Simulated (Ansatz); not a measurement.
Basis sets compared for cyclo-(H2SnNH)2 (Sn₂N₂H₆). Total charge 0; singlet. Geometry B3LYP-D4/def2-SVP. Ansatz on 4 threads of Arm Neoverse V1 on a shared host; times are rough, and most runs start from earlier orbitals.

Cartesian coordinates in Å:
```
Sn -0.401 1.003 1.108
H -0.381 0.844 2.823
H -0.977 2.571 0.645
N 1.322 0.331 0.186
Sn 0.419 -1.060 -1.047
H 0.307 -0.660 -2.730
H 1.013 -2.664 -0.840
N -1.226 -0.620 0.128
H 2.111 0.917 -0.075
H -2.189 -0.663 -0.198
```

In the def2 sets Sn takes a core potential; there is no spin–orbit coupling.

Binding counts from free atoms (Sn triplet, H doublet, N quartet) in the same basis, without a counterpoise term.

```csv
level,functions,energy (Eh),HOMO (eV),LUMO (eV),binding per atom (eV),wall time
PBE-D4/def2-SVP,110,-541.4271,-4.81,-1.59,2.76,1 s
PBE-D4/def2-TZVP,198,-541.5926,-5.14,-1.83,2.81,2 s
r2SCAN-D4/def2-TZVP,198,-541.8312,-5.41,-1.54,2.74,4.4 s
PBE0-D4/def2-SVP,110,-541.4542,-6.24,-0.84,2.68,1.6 s
PBE0-D4/def2-TZVP (with forces),198,-541.6160,-6.50,-1.10,2.73,4.5 s
```

Task: Estimate the rows for PBE-D4/def2-TZVPD, r2SCAN-D4/def2-TZVPD, PBE0-D4/def2-TZVPD.

Result: 
```json
{"level": "PBE-D4/def2-TZVPD", "functions": "240", "energy (Eh)": "-541.5952", "HOMO (eV)": "-5.23", "LUMO (eV)": "-1.90", "binding per atom (eV)": "2.81", "wall time": "3.1 s"}
{"level": "r2SCAN-D4/def2-TZVPD", "functions": "240", "energy (Eh)": "-541.8331", "HOMO (eV)": "-5.48", "LUMO (eV)": "-1.59", "binding per atom (eV)": "2.75", "wall time": "6.5 s"}
{"level": "PBE0-D4/def2-TZVPD", "functions": "240", "energy (Eh)": "-541.6181", "HOMO (eV)": "-6.57", "LUMO (eV)": "-1.17", "binding per atom (eV)": "2.74", "wall time": "4.5 s"}
```
